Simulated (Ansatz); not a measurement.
Steps of a relaxation of `C[NH][GeH2][NH]C` with RKS PBE0-D4/def2-TZVP.

```sh
$ ansatz run in.yaml --threads 2 --pin off --events-out ev --progress --plain --max-ram 32768MiB --backend cuda --devices 0, --max-vram 18GiB
```

```yaml
crystal:
  periodic: [false, false, false]
  atoms:
    - {symbol: C, position_ang: [-0.543930, 0.187050, -2.733510]}
    - {symbol: N, position_ang: [-0.719330, -0.105130, -1.323130]}
    - {symbol: Ge, position_ang: [0.516130, 0.307580, -0.063460]}
    - {symbol: N, position_ang: [-0.185000, -0.432460, 1.434300]}
    - {symbol: C, position_ang: [0.403450, -0.271690, 2.750710]}
    - {symbol: H, position_ang: [-0.783750, 1.222730, -2.997670]}
    - {symbol: H, position_ang: [-1.174570, -0.475690, -3.329850]}
    - {symbol: H, position_ang: [0.496700, 0.002440, -2.997080]}
    - {symbol: H, position_ang: [-1.677180, 0.049060, -1.037800]}
    - {symbol: H, position_ang: [1.821550, -0.241510, -0.608980]}
    - {symbol: H, position_ang: [0.736050, 1.765960, 0.294800]}
    - {symbol: H, position_ang: [-0.546270, -1.368900, 1.311350]}
    - {symbol: H, position_ang: [0.790590, 0.742770, 2.833910]}
    - {symbol: H, position_ang: [-0.360500, -0.414520, 3.518140]}
    - {symbol: H, position_ang: [1.226080, -0.967680, 2.948270]}
basis:
  gaussian: {orbitals: def2-TZVP}
hamiltonian: {xc: pbe0, dispersion: d4}
relax: {f_tol: 0.005, max_steps: 150}
```

Positions (Å) and forces (eV/Å) along the path, 8 of 8 steps:

```xyz
15
step=1 energy=-61724.2755 eV
C    -0.544    0.187   -2.734    0.054   -0.056    0.421
N    -0.719   -0.105   -1.323   -0.570   -0.037   -0.348
Ge    0.516    0.308   -0.063   -0.155   -0.090    0.017
N    -0.185   -0.432    1.434   -0.232   -0.444    0.450
C     0.403   -0.272    2.751   -0.104    0.018   -0.408
H    -0.784    1.223   -2.998    0.020    0.082   -0.106
H    -1.175   -0.476   -3.330    0.035   -0.023   -0.125
H     0.497    0.002   -2.997    0.082   -0.028   -0.195
H    -1.677    0.049   -1.038    0.109    0.020    0.132
H     1.822   -0.242   -0.609    0.504   -0.255   -0.184
H     0.736    1.766    0.295    0.045    0.578    0.115
H    -0.546   -1.369    1.311    0.041    0.072   -0.154
H     0.791    0.743    2.834    0.052    0.113    0.180
H    -0.360   -0.415    3.518    0.022    0.055    0.117
H     1.226   -0.968    2.948    0.098   -0.006    0.088
15
step=2 energy=-61724.3249 eV
C    -0.542    0.183   -2.732    0.021    0.014    0.191
N    -0.758   -0.081   -1.321   -0.245    0.000   -0.268
Ge    0.501    0.298   -0.062    0.053    0.032   -0.008
N    -0.182   -0.478    1.437   -0.064   -0.181    0.309
C     0.400   -0.268    2.750   -0.009   -0.013   -0.188
H    -0.711    1.231   -3.023    0.028   -0.046   -0.018
H    -1.201   -0.446   -3.339    0.021    0.009   -0.038
H     0.488   -0.071   -2.999   -0.038   -0.006   -0.016
H    -1.704    0.139   -1.035    0.135   -0.004    0.036
H     1.825   -0.273   -0.617    0.059   -0.028   -0.048
H     0.714    1.784    0.304    0.013    0.070    0.039
H    -0.482   -1.436    1.304    0.050    0.113   -0.060
H     0.721    0.773    2.846   -0.024   -0.031    0.024
H    -0.346   -0.454    3.529    0.028    0.017    0.028
H     1.274   -0.904    2.958   -0.027    0.055    0.016
15
step=3 energy=-61724.3345 eV
C    -0.538    0.181   -2.733    0.045    0.041    0.002
N    -0.789   -0.067   -1.326   -0.083    0.027   -0.067
Ge    0.480    0.285   -0.059    0.078    0.046   -0.010
N    -0.184   -0.510    1.446   -0.003   -0.073    0.080
C     0.400   -0.263    2.750    0.062    0.021   -0.011
H    -0.630    1.238   -3.033    0.014   -0.110    0.027
H    -1.224   -0.406   -3.354    0.031    0.036    0.026
H     0.478   -0.142   -2.988   -0.096    0.020    0.034
H    -1.720    0.210   -1.045    0.088   -0.024   -0.021
H     1.804   -0.286   -0.637   -0.054    0.014    0.004
H     0.700    1.772    0.328   -0.012   -0.054    0.004
H    -0.428   -1.483    1.309    0.022    0.087    0.007
H     0.650    0.801    2.847   -0.038   -0.105   -0.019
H    -0.320   -0.495    3.544    0.046    0.006   -0.039
H     1.322   -0.834    2.952   -0.100    0.069   -0.018
15
step=4 energy=-61724.3372 eV
C    -0.534    0.179   -2.728    0.022    0.020   -0.034
N    -0.798   -0.062   -1.325   -0.012    0.021   -0.003
Ge    0.475    0.282   -0.059    0.006    0.002   -0.001
N    -0.185   -0.521    1.446    0.013   -0.018    0.004
C     0.399   -0.259    2.745    0.038    0.015    0.031
H    -0.590    1.236   -3.030    0.005   -0.052    0.013
H    -1.236   -0.384   -3.353    0.015    0.019    0.016
H     0.471   -0.177   -2.979   -0.049    0.010    0.017
H    -1.723    0.237   -1.047    0.025   -0.014   -0.014
H     1.790   -0.293   -0.649   -0.024    0.021    0.008
H     0.692    1.764    0.343    0.006   -0.032   -0.006
H    -0.406   -1.497    1.309    0.001    0.028    0.011
H     0.611    0.811    2.843   -0.020   -0.055   -0.009
H    -0.306   -0.518    3.543    0.024    0.002   -0.024
H     1.340   -0.797    2.941   -0.049    0.032   -0.008
15
step=5 energy=-61724.3380 eV
C    -0.533    0.178   -2.729    0.009   -0.001   -0.023
N    -0.806   -0.055   -1.328    0.018    0.009    0.039
Ge    0.468    0.277   -0.058    0.001    0.001    0.000
N    -0.183   -0.530    1.449    0.008    0.007   -0.043
C     0.399   -0.257    2.746    0.008    0.011    0.024
H    -0.559    1.235   -3.033    0.002   -0.004    0.005
H    -1.248   -0.365   -3.355    0.002    0.004    0.007
H     0.461   -0.206   -2.976   -0.009    0.001    0.001
H    -1.727    0.255   -1.054   -0.010   -0.005   -0.006
H     1.782   -0.287   -0.655    0.001   -0.022   -0.007
H     0.698    1.754    0.349   -0.017    0.012    0.009
H    -0.393   -1.508    1.315   -0.008   -0.006    0.008
H     0.579    0.817    2.847   -0.004   -0.011    0.000
H    -0.293   -0.540    3.545    0.005   -0.001   -0.010
H     1.355   -0.767    2.937   -0.005    0.005   -0.005
15
step=6 energy=-61724.3384 eV
C    -0.532    0.177   -2.729   -0.005   -0.007   -0.004
N    -0.806   -0.051   -1.326    0.010    0.003    0.014
Ge    0.470    0.278   -0.058   -0.014   -0.008    0.001
N    -0.180   -0.532    1.448    0.004    0.005   -0.017
C     0.399   -0.256    2.745   -0.007    0.000    0.007
H    -0.546    1.234   -3.033    0.001    0.008   -0.001
H    -1.254   -0.358   -3.353   -0.001    0.000    0.001
H     0.457   -0.219   -2.977    0.005   -0.002   -0.003
H    -1.727    0.260   -1.054   -0.008   -0.001   -0.003
H     1.779   -0.293   -0.659    0.008    0.000   -0.002
H     0.693    1.754    0.354    0.004    0.007    0.001
H    -0.389   -1.510    1.315   -0.004   -0.006    0.005
H     0.564    0.820    2.850    0.000    0.005    0.002
H    -0.290   -0.551    3.543    0.000   -0.001   -0.002
H     1.361   -0.753    2.934    0.007   -0.003    0.000
15
step=7 energy=-61724.3384 eV
C    -0.532    0.177   -2.729   -0.003   -0.002    0.001
N    -0.805   -0.049   -1.325    0.004    0.001    0.001
Ge    0.471    0.278   -0.058   -0.006   -0.003    0.001
N    -0.178   -0.532    1.447    0.002    0.003   -0.002
C     0.398   -0.256    2.745   -0.003   -0.002    0.000
H    -0.542    1.233   -3.034    0.000    0.003   -0.001
H    -1.258   -0.355   -3.351    0.000    0.000    0.000
H     0.454   -0.225   -2.978    0.002   -0.001   -0.001
H    -1.727    0.261   -1.054   -0.001   -0.001   -0.001
H     1.780   -0.292   -0.659    0.002    0.001   -0.001
H     0.695    1.755    0.354    0.002    0.001    0.000
H    -0.388   -1.511    1.314   -0.001    0.000    0.002
H     0.557    0.821    2.853    0.000    0.002    0.001
H    -0.289   -0.557    3.542    0.000   -0.001    0.000
H     1.363   -0.749    2.933    0.003   -0.001    0.001
15
step=8 energy=-61724.3384 eV
C    -0.532    0.177   -2.729    0.000    0.000    0.002
N    -0.805   -0.049   -1.326   -0.001    0.000   -0.001
Ge    0.472    0.279   -0.058    0.001    0.001    0.000
N    -0.178   -0.532    1.447    0.000   -0.001    0.001
C     0.398   -0.256    2.746    0.000    0.000   -0.002
H    -0.540    1.233   -3.034    0.000   -0.001    0.000
H    -1.260   -0.354   -3.350    0.000    0.000    0.000
H     0.453   -0.227   -2.979   -0.001    0.000    0.000
H    -1.727    0.261   -1.054    0.001    0.000    0.000
H     1.781   -0.292   -0.660    0.000    0.000    0.001
H     0.697    1.755    0.354    0.000    0.000   -0.001
H    -0.389   -1.510    1.315    0.000    0.000    0.000
H     0.554    0.821    2.855    0.000   -0.001    0.000
H    -0.289   -0.560    3.541    0.000    0.000    0.000
H     1.364   -0.746    2.933   -0.001    0.000    0.000
```

Hardware: 2 threads of an AMD EPYC 7R13 on a shared host and a share of an NVIDIA H100 80 GB. Wall time 43 s, peak host memory 0.88 GiB.
